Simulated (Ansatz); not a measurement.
Isomers of C₂H₇NSSi, relaxed with PBE0-D4/def2-TZVP in Ansatz; electronic energies, one conformer each and not always the lowest. Functionals use def2-TZVPP; CBS adds triple-zeta CCSD(T) − MP2 to the MP2 limit of def2-TZVPP and def2-QZVPP.

(1) Order them by energy at frozen-core CCSD(T)/CBS, lowest first. (An estimate is asked.)
A. `[SiH3]C1NCS1`
B. `C[SiH]1NCS1`
C. `[SiH3]N1CSC1`

(2) How do B3LYP-D4, MP2/CBS(def2), HF/CBS(def2), PBE-D4 place them (kcal/mol, against `C[SiH]1NCS1`)? (Estimate.)

## Answers

(1) B (0.0 kcal/mol), C (48.7 kcal/mol), A (61.7 kcal/mol).

(2) Computed: 
| isomer | B3LYP-D4 | MP2/CBS(def2) | HF/CBS(def2) | PBE-D4 |
| --- | --- | --- | --- | --- |
| `[SiH3]N1CSC1` | 46.6 | 50.9 | 45.5 | 47.8 |
| `[SiH3]C1NCS1` | 61.0 | 64.4 | 63.3 | 59.8 |

B3LYP here is the variant with VWN-RPA as its local correlation; programs differ in this.
